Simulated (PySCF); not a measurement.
C$_{2}$H$_{6}$Si (SMILES C[Si]C), singlet, geometry from GFN2-xTB; PySCF with M062X/6-31G**.

Input for PySCF:
```python
from pyscf import gto, scf, dft

mol = gto.Mole()
mol.atom = '''
    Si   -0.257819    0.115614    0.699275
    C     0.747147    1.267276   -0.472566
    H     0.925739    2.243125   -0.024830
    H     0.225133    1.433692   -1.415471
    H     1.720918    0.837868   -0.710368
    C    -0.405789   -1.420352   -0.453292
    H     0.574483   -1.792264   -0.753309
    H    -0.956233   -1.180776   -1.363668
    H    -0.928731   -2.241784    0.032944
'''
mol.basis = '6-31g**'
mol.charge = 0
mol.spin = 0
mol.verbose = 4
mol.build()

mf = dft.RKS(mol)
mf.xc = 'm062x'
mf.diis = False
mf.max_cycle = 100
mf.kernel()
```

It wrote (shortened):

```
PySCF version 2.14.0

[INPUT] verbose = 4
[INPUT] num. atoms = 9
[INPUT] num. electrons = 32
[INPUT] charge = 0
[INPUT] spin (= nelec alpha-beta = 2S) = 0
[INPUT] symmetry False subgroup None
[INPUT] Mole.unit = angstrom
[INPUT] Symbol           X                Y                Z      unit          X                Y                Z       unit  Magmom
[...]
nuclear repulsion = 96.5074543519837
number of shells = 38
number of NR pGTOs = 147
number of NR cGTOs = 76
basis = 6-31g**
ecp = {}

******** <class 'pyscf.dft.rks.RKS'> ********
method = RKS
initial guess = minao
damping factor = 0
level_shift factor = 0
DIIS disabled
SCF conv_tol = 1e-09
SCF conv_tol_grad = None
SCF max_cycles = 100
direct_scf = True
direct_scf_tol = 1e-13
XC library pyscf.dft.libxc version 7.1.2
    S. Lehtola, C. Steigemann, M. J. T. Oliveira, and M. A. L. Marques,  SoftwareX 7, 1–5 (2018)
XC functionals = m062x
    Y. Zhao and D. G. Truhlar,  Theor. Chem. Acc. 120, 215 (2008)
    Y. Zhao and D. G. Truhlar,  Theor. Chem. Acc. 120, 215 (2008)
radial grids:
    Treutler-Ahlrichs [JCP 102, 346 (1995); DOI:10.1063/1.469408] (M4) radial grids

becke partition: Becke, JCP 88, 2547 (1988); DOI:10.1063/1.454033
pruning grids: <function nwchem_prune>
grids dens level: 3
symmetrized grids: False
atomic radii adjust function: <function treutler_atomic_radii_adjust>
small_rho_cutoff = 0
Set gradient conv threshold to 3.16228e-05
Initial guess from minao.
tot grids = 106264
init E= -369.154616333626
[...]
cycle= 1 E= -369.147842773749  delta_E= 0.00677  |g|= 0.342  |ddm|= 2.44
[...]
cycle= 2 E= -369.155857247259  delta_E= -0.00801  |g|= 0.296  |ddm|= 0.522
[...]
cycle= 3 E= -369.157627956219  delta_E= -0.00177  |g|= 0.291  |ddm|= 0.468
[...]
cycle= 4 E= -369.15950824545  delta_E= -0.00188  |g|= 0.273  |ddm|= 0.454
[...]
cycle= 5 E= -369.1609141814  delta_E= -0.00141  |g|= 0.268  |ddm|= 0.436
[...]
cycle= 6 E= -369.162495373969  delta_E= -0.00158  |g|= 0.252  |ddm|= 0.42
[...]
cycle= 7 E= -369.163706008281  delta_E= -0.00121  |g|= 0.247  |ddm|= 0.403
[...]
cycle= 8 E= -369.165045025075  delta_E= -0.00134  |g|= 0.233  |ddm|= 0.387
[...]
cycle= 9 E= -369.166085213717  delta_E= -0.00104  |g|= 0.228  |ddm|= 0.372
[...]
cycle= 10 E= -369.167219428354  delta_E= -0.00113  |g|= 0.215  |ddm|= 0.357
[...]
cycle= 11 E= -369.168112106753  delta_E= -0.000893  |g|= 0.21  |ddm|= 0.343
[...]
cycle= 12 E= -369.169072835006  delta_E= -0.000961  |g|= 0.199  |ddm|= 0.329
[...]
[...]
[...]
cycle= 73 E= -369.179586771733  delta_E= -6.27e-06  |g|= 0.0169  |ddm|= 0.0277
[...]
cycle= 74 E= -369.179592619359  delta_E= -5.85e-06  |g|= 0.0162  |ddm|= 0.0266
[...]
cycle= 75 E= -369.179597940766  delta_E= -5.32e-06  |g|= 0.0155  |ddm|= 0.0255
[...]
cycle= 76 E= -369.179602899955  delta_E= -4.96e-06  |g|= 0.0149  |ddm|= 0.0245
[...]
cycle= 77 E= -369.17960741547  delta_E= -4.52e-06  |g|= 0.0143  |ddm|= 0.0236
[...]
cycle= 78 E= -369.179611618905  delta_E= -4.2e-06  |g|= 0.0138  |ddm|= 0.0226
[...]
cycle= 79 E= -369.179615447737  delta_E= -3.83e-06  |g|= 0.0132  |ddm|= 0.0218
[...]
cycle= 80 E= -369.179619007867  delta_E= -3.56e-06  |g|= 0.0127  |ddm|= 0.0209
[...]
cycle= 81 E= -369.179622251213  delta_E= -3.24e-06  |g|= 0.0122  |ddm|= 0.0201
[...]
cycle= 82 E= -369.179625263288  delta_E= -3.01e-06  |g|= 0.0118  |ddm|= 0.0193
[...]
cycle= 83 E= -369.179628006976  delta_E= -2.74e-06  |g|= 0.0113  |ddm|= 0.0186
[...]
cycle= 84 E= -369.179630551611  delta_E= -2.54e-06  |g|= 0.0109  |ddm|= 0.0179
[...]
cycle= 85 E= -369.179632868358  delta_E= -2.32e-06  |g|= 0.0105  |ddm|= 0.0172
[...]
cycle= 86 E= -369.179635013706  delta_E= -2.15e-06  |g|= 0.0101  |ddm|= 0.0165
[...]
cycle= 87 E= -369.179636965022  delta_E= -1.95e-06  |g|= 0.00969  |ddm|= 0.0159
[...]
cycle= 88 E= -369.179638768605  delta_E= -1.8e-06  |g|= 0.00933  |ddm|= 0.0153
[...]
cycle= 89 E= -369.179640406422  delta_E= -1.64e-06  |g|= 0.009  |ddm|= 0.0148
[...]
cycle= 90 E= -369.179641916687  delta_E= -1.51e-06  |g|= 0.00867  |ddm|= 0.0142
[...]
cycle= 91 E= -369.179643284721  delta_E= -1.37e-06  |g|= 0.00837  |ddm|= 0.0137
[...]
cycle= 92 E= -369.179644542332  delta_E= -1.26e-06  |g|= 0.00808  |ddm|= 0.0133
[...]
cycle= 93 E= -369.179645677253  delta_E= -1.13e-06  |g|= 0.00781  |ddm|= 0.0128
[...]
cycle= 94 E= -369.179646716209  delta_E= -1.04e-06  |g|= 0.00755  |ddm|= 0.0124
[...]
cycle= 95 E= -369.179647648602  delta_E= -9.32e-07  |g|= 0.00731  |ddm|= 0.012
[...]
cycle= 96 E= -369.179648497145  delta_E= -8.49e-07  |g|= 0.00709  |ddm|= 0.0116
[...]
cycle= 97 E= -369.179649252335  delta_E= -7.55e-07  |g|= 0.00689  |ddm|= 0.0113
[...]
cycle= 98 E= -369.179649933723  delta_E= -6.81e-07  |g|= 0.00669  |ddm|= 0.011
[...]
cycle= 99 E= -369.179650532448  delta_E= -5.99e-07  |g|= 0.00652  |ddm|= 0.0107
[...]
cycle= 100 E= -369.179651065585  delta_E= -5.33e-07  |g|= 0.00636  |ddm|= 0.0104
SCF not converged.
SCF energy = -369.179651065585
```

Convergence was not reached.
